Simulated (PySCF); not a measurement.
Compound: CH7B2NO.
SMILES: `BOBNC`

Torsions of this conformer, `[BH2:1][O:2][BH:3][NH:4][CH3:5]`: O2–B3–N4–C5 0°.

The closed-shell ground state was solved at several levels (PySCF, density fitting, gas phase, non-relativistic). Isolated species at its GFN2-xTB geometry (one conformer only).

```csv
level,basis functions,HOMO (eV),LUMO (eV),gap (eV),dipole (D)
B3LYP/pcJ-1,205,-6.98,-0.54,6.44,2.25
PBE0/pcSseg-1,120,-7.20,-0.29,6.91,2.22
```

Q: Estimate the row for wB97X-D/def2-SVPD, a basis of 159 functions; the other rows only guide the guess.

A: HOMO -9.14 eV, LUMO 1.45 eV, gap 10.59 eV, dipole 2.03 D.

Q: Over all these levels, which gives the widest orbital gap and which the narrowest?

A: wB97X-D/def2-SVPD (range-separated hybrid) has the widest, 10.59 eV, and B3LYP/pcJ-1 (global hybrid, 20 % exact exchange) the narrowest, 6.44 eV. Functional and basis both differ between the two, so the spread mixes both effects.

Q: How far do the dipole and the HOMO energy spread over the levels?

A: The dipole runs from 2.03 to 2.25 D (mean 2.17 D) and the HOMO from -9.14 to -6.98 eV.
